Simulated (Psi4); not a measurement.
Input file for Psi4: SAPT0/aug-cc-pVDZ on CH10GeSi (a complex), monomers drawn apart or pushed together.

```
memory 2025 MB

molecule dimer {
0 1
Si    0.66080176    1.33791132    0.64120448
Ge   -0.36327853   -0.80312333    0.37042253
H     0.10281531    2.03573018    1.82168199
H     0.41364779    2.16509865   -0.56402167
H     2.12381500    1.18202262    0.82137389
H     0.11555655   -1.79325123    1.44607971
H    -0.01901249   -1.39424524   -1.00953434
H    -1.89585503   -0.69020458    0.47132665
--
0 1
C     0.04937982    0.02135867    3.95594423
H     0.00269442   -0.51744316    4.90134238
H     0.16390151    1.08708607    4.14774784
H     0.89932661   -0.33767296    3.37738534
H    -0.86899165   -0.14962095    3.39599111
units angstrom
symmetry c1
no_reorient
no_com
}

set {
  basis aug-cc-pVDZ
  scf_type df
  freeze_core true
}

energy('sapt0')
```

The log:

```
[...]
==> Input File <==

--------------------------------------------------------------------------
memory 2025 MB

molecule dimer {
0 1
Si    0.66080176    1.33791132    0.64120448
Ge   -0.36327853   -0.80312333    0.37042253
H     0.10281531    2.03573018    1.82168199
H     0.41364779    2.16509865   -0.56402167
H     2.12381500    1.18202262    0.82137389
H     0.11555655   -1.79325123    1.44607971
H    -0.01901249   -1.39424524   -1.00953434
H    -1.89585503   -0.69020458    0.47132665
--
0 1
C     0.04937982    0.02135867    3.95594423
H     0.00269442   -0.51744316    4.90134238
H     0.16390151    1.08708607    4.14774784
H     0.89932661   -0.33767296    3.37738534
H    -0.86899165   -0.14962095    3.39599111
units angstrom
symmetry c1
no_reorient
no_com
}

set {
  basis aug-cc-pVDZ
  scf_type df
  freeze_core true
}

energy('sapt0')
--------------------------------------------------------------------------


   => Loading Basis Set <=

    Name: AUG-CC-PVDZ
    Role: ORBITAL
    Keyword: BASIS
    atoms 1          entry SI         line   570 file aug-cc-pvdz.gbs
    atoms 2          entry GE         line  2999 file aug-cc-pvdz.gbs
    atoms 3-8, 10-13 entry H          line    40 file aug-cc-pvdz.gbs
    atoms 9          entry C          line   182 file aug-cc-pvdz.gbs

   => Loading Basis Set <=

    Name: AUG-CC-PVDZ
    Role: ORBITAL
    Keyword: BASIS
    atoms 1          entry SI         line   570 file aug-cc-pvdz.gbs
    atoms 2          entry GE         line  2999 file aug-cc-pvdz.gbs
    atoms 3-8, 10-13 entry H          line    40 file aug-cc-pvdz.gbs
    atoms 9          entry C          line   182 file aug-cc-pvdz.gbs


  //>>>>>>>>>>>>>>>>>>>>>>>>>>>>>>>>>>>//
  //              Dimer HF             //
  //<<<<<<<<<<<<<<<<<<<<<<<<<<<<<<<<<<<//

   => Libint2 <=

    Primary   basis highest AM E, G, H:  7, 6, 3
    Auxiliary basis highest AM E, G, H:  7, 7, 4
    Onebody   basis highest AM E, G, H:  -, -, -
    Solid Harmonics ordering:            Gaussian


   => Loading Basis Set <=

    Name: AUG-CC-PVDZ
    Role: ORBITAL
    Keyword: BASIS
    atoms 1          entry SI         line   570 file aug-cc-pvdz.gbs
    atoms 2          entry GE         line  2999 file aug-cc-pvdz.gbs
    atoms 3-8, 10-13 entry H          line    40 file aug-cc-pvdz.gbs
    atoms 9          entry C          line   182 file aug-cc-pvdz.gbs


         ---------------------------------------------------------
                                   SCF
               by Justin Turney, Rob Parrish, Andy Simmonett
                          and Daniel G. A. Smith
                              RHF Reference
                        1 Threads,   1931 MiB Core
         ---------------------------------------------------------

  ==> Geometry <==

    Molecular point group: c1
    Full point group: C1

    Geometry (in Angstrom), charge = 0, multiplicity = 1:

       Center              X                  Y                   Z               Mass
    ------------   -----------------  -----------------  -----------------  -----------------
         SI           0.660801760000     1.337911320000     0.641204480000    27.976926534650
         GE          -0.363278530000    -0.803123330000     0.370422530000    73.921177761000
         H            0.102815310000     2.035730180000     1.821681990000     1.007825032230
         H            0.413647790000     2.165098650000    -0.564021670000     1.007825032230
         H            2.123815000000     1.182022620000     0.821373890000     1.007825032230
         H            0.115556550000    -1.793251230000     1.446079710000     1.007825032230
         H           -0.019012490000    -1.394245240000    -1.009534340000     1.007825032230
         H           -1.895855030000    -0.690204580000     0.471326650000     1.007825032230
         C            0.049379820000     0.021358670000     3.955944230000    12.000000000000
         H            0.002694420000    -0.517443160000     4.901342380000     1.007825032230
         H            0.163901510000     1.087086070000     4.147747840000     1.007825032230
         H            0.899326610000    -0.337672960000     3.377385340000     1.007825032230
         H           -0.868991650000    -0.149620950000     3.395991110000     1.007825032230

  Running in c1 symmetry.

  Rotational constants: A =      0.11475  B =      0.05815  C =      0.04000 [cm^-1]
  Rotational constants: A =   3440.25059  B =   1743.24454  C =   1199.12517 [MHz]
  Nuclear repulsion =  260.072662407651819

  Charge       = 0
  Multiplicity = 1
  Electrons    = 62
  Nalpha       = 31
  Nbeta        = 31

  ==> Algorithm <==

  SCF Algorithm Type is DF.
  DIIS enabled.
  MOM disabled.
  Fractional occupation disabled.
  Guess Type is SAD.
  Energy threshold   = 1.00e-08
  Density threshold  = 1.00e-08
  Integral threshold = 1.00e-12

  ==> Primary Basis <==

  Basis Set: AUG-CC-PVDZ
    Blend: AUG-CC-PVDZ
    Number of shells: 84
    Number of basis functions
[...]
   176A    581.002428

    Final Occupation by Irrep:
              A
    DOCC [     5 ]
    NA   [     5 ]
    NB   [     5 ]

  @DF-RHF Final Energy:   -40.19990744788117

   => Energetics <=

    Nuclear Repulsion Energy =             13.4470324925031868
    One-Electron Energy =                 -79.7130471017397042
    Two-Electron Energy =                  26.0661071613553474
    Total Energy =                        -40.1999074478811735

Computation Completed


Properties will be evaluated at   0.000000,   0.000000,   0.000000 [a0]

Properties computed using the SCF density matrix


 Multipole Moments:

 ------------------------------------------------------------------------------------
     Multipole            Electronic (a.u.)      Nuclear  (a.u.)        Total (a.u.)
 ------------------------------------------------------------------------------------

 L = 1.  Multiply by 2.5417464519 to convert [e a0] to [Debye]
 Dipole X            :         -0.9320434            0.9320315           -0.0000120
 Dipole Y            :         -0.3980006            0.3977893           -0.0002113
 Dipole Z            :        -74.7543866           74.7540356           -0.0003510
 Magnitude           :                                                    0.0004099

 ------------------------------------------------------------------------------------

  Constructing Basis Sets for SAPT...

   => Loading Basis Set <=

    Name: (AUG-CC-PVDZ AUX)
    Role: RIFIT
    Keyword: DF_BASIS_SAPT
    atoms 1          entry SI         line   400 file aug-cc-pvdz-ri.gbs
    atoms 2          entry GE         line   760 file aug-cc-pvdz-ri.gbs
    atoms 3-8, 10-13 entry H          line    30 file aug-cc-pvdz-ri.gbs
    atoms 9          entry C          line   112 file aug-cc-pvdz-ri.gbs

   => Loading Basis Set <=

    Name: (AUG-CC-PVDZ AUX)
    Role: JKFIT
    Keyword: DF_BASIS_ELST
    atoms 1          entry SI         line   526 file aug-cc-pvdz-jkfit.gbs
    atoms 2          entry GE         line  1047 file aug-cc-pvdz-jkfit.gbs
    atoms 3-8, 10-13 entry H          line    70 file aug-cc-pvdz-jkfit.gbs
    atoms 9          entry C          line   154 file aug-cc-pvdz-jkfit.gbs


  //>>>>>>>>>>>>>>>>>>>>>>>>>>>>>>>>>>>//
  //               SAPT0               //
  //<<<<<<<<<<<<<<<<<<<<<<<<<<<<<<<<<<<//



        SAPT0
    Ed Hohenstein
     6 June 2009

      Orbital Information
  --------------------------
    NSO        =       176
    NMO        =       176
    NRI        =       524
    NRI (Elst) =       728
    NOCC A     =        26
    NOCC B     =         5
    FOCC A     =        14
    FOCC B     =         1
    NVIR A     =       150
    NVIR B     =       171

    Elst10,r            =    -0.002746704955 [Eh]
    Exch10              =     0.008643696813 [Eh]
    Exch10 (S^2)        =     0.008610283831 [Eh]

    Maxiter = 50
    CPHF R converge = 1.000000E-08

    Iter     Energy [mEh]          dE [mEh]         Residual      Time [s]
       1      -0.70032083       0.700320828     3.417285e-03             0
       2      -0.86160626       0.161285433     3.988103e-04             1
       3      -0.85834422      -0.003262042     1.046211e-04             1
       4      -0.85800388      -0.000340336     2.771867e-05             1
       5      -0.85819247       0.000188589     6.239381e-06             1
       6      -0.85818262      -0.000009854     1.624737e-06             1
       7      -0.85817578      -0.000006839     3.843790e-07             1
       8      -0.85817753       0.000001749     7.324766e-08             1
       9      -0.85817734      -0.000000185     1.279304e-08             1
      10      -0.85817734      -0.000000004     2.700614e-09             1

    CHF Iterations converged

    Maxiter = 50
    CPHF R converge = 1.000000E-08

    Iter     Energy [mEh]          dE [mEh]         Residual      Time [s]
       1      -0.99539165       0.995391649     4.109980e-03             1
       2      -1.20478385       0.209392201     7.441130e-04             1
       3      -1.20514832       0.000364467     2.058318e-04             1
       4      -1.20271015      -0.002438169     4.225549e-05             1
       5      -1.20282717       0.000117024     7.354847e-06             1
       6      -1.20289261       0.000065441     1.090118e-06             1
       7      -1.20288113      -0.000011478     1.896844e-07             1
       8      -1.20288255       0.000001414     2.300652e-08             2
       9      -1.20288243      -0.000000114     2.760302e-09             2

    CHF Iterations converged

    Ind20,r (A<-B)      =    -0.000858177339 [Eh]
    Ind20,r (B<-A)      =    -0.001202882434 [Eh]
    Ind20,r             =    -0.002061059773 [Eh]
    Exch-Ind20,r (A<-B) =     0.000828777813 [Eh]
    Exch-Ind20,r (B<-A) =     0.000981955610 [Eh]
    Exch-Ind20,r        =     0.001810733423 [Eh]
    Disp20              =    -0.006152043243 [Eh]
    Disp20 (SS)         =    -0.003076021621 [Eh]
    Disp20 (OS)         =    -0.003076021621 [Eh]
    Exch-Disp20         =     0.000713382580 [Eh]
    Exch-Disp20 (SS)    =     0.000467890370 [Eh]
    Exch-Disp20 (OS)    =     0.000245492210 [Eh]

    SAPT Results
  --------------------------------------------------------------------------------------------------------
    Electrostatics                 -2.74670496 [mEh]      -1.72358338 [kcal/mol]      -7.21147287 [kJ/mol]
      Elst10,r                     -2.74670496 [mEh]      -1.72358338 [kcal/mol]      -7.21147287 [kJ/mol]

    Exchange                        8.64369681 [mEh]       5.42400164 [kcal/mol]      22.69402285 [kJ/mol]
      Exch10                        8.64369681 [mEh]       5.42400164 [kcal/mol]      22.69402285 [kJ/mol]
      Exch10(S^2)                   8.61028383 [mEh]       5.40303468 [kcal/mol]      22.60629708 [kJ/mol]

    Induction                      -0.77546108 [mEh]      -0.48660917 [kcal/mol]      -2.03597277 [kJ/mol]
      Ind20,r                      -2.06105977 [mEh]      -1.29333453 [kcal/mol]      -5.41131169 [kJ/mol]
      Exch-Ind20,r                  1.81073342 [mEh]       1.13625238 [kcal/mol]       4.75407995 [kJ/mol]
      delta HF,r (2)               -0.52513472 [mEh]      -0.32952701 [kcal/mol]      -1.37874103 [kJ/mol]

    Dispersion                     -5.43866066 [mEh]      -3.41281109 [kcal/mol]     -14.27920160 [kJ/mol]
      Disp20                       -6.15204324 [mEh]      -3.86046542 [kcal/mol]     -16.15218731 [kJ/mol]
      Exch-Disp20                   0.71338258 [mEh]       0.44765433 [kcal/mol]       1.87298571 [kJ/mol]
      Disp20 (SS)                  -3.07602162 [mEh]      -1.93023271 [kcal/mol]      -8.07609365 [kJ/mol]
      Disp20 (OS)                  -3.07602162 [mEh]      -1.93023271 [kcal/mol]      -8.07609365 [kJ/mol]
      Exch-Disp20 (SS)              0.46789037 [mEh]       0.29360564 [kcal/mol]       1.22844600 [kJ/mol]
      Exch-Disp20 (OS)              0.24549221 [mEh]       0.15404869 [kcal/mol]       0.64453971 [kJ/mol]

  Total HF                          5.12153078 [mEh]       3.21380909 [kcal/mol]      13.44657722 [kJ/mol]
  Total SAPT0                      -0.31712988 [mEh]      -0.19900200 [kcal/mol]      -0.83262439 [kJ/mol]

  Special recipe for scaled SAPT0 (see Manual):
    Electrostatics sSAPT0          -2.74670496 [mEh]      -1.72358338 [kcal/mol]      -7.21147287 [kJ/mol]
    Exchange sSAPT0                 8.64369681 [mEh]       5.42400164 [kcal/mol]      22.69402285 [kJ/mol]
    Induction sSAPT0               -0.75429902 [mEh]      -0.47332978 [kcal/mol]      -1.98041181 [kJ/mol]
    Dispersion sSAPT0              -5.43032336 [mEh]      -3.40757935 [kcal/mol]     -14.25731201 [kJ/mol]
  Total sSAPT0                     -0.28763052 [mEh]      -0.18049088 [kcal/mol]      -0.75517383 [kJ/mol]
  --------------------------------------------------------------------------------------------------------



*** Psi4 exiting successfully. Buy a developer a beer!
```

The run finished.

Cost: around 40 core-seconds (rough).
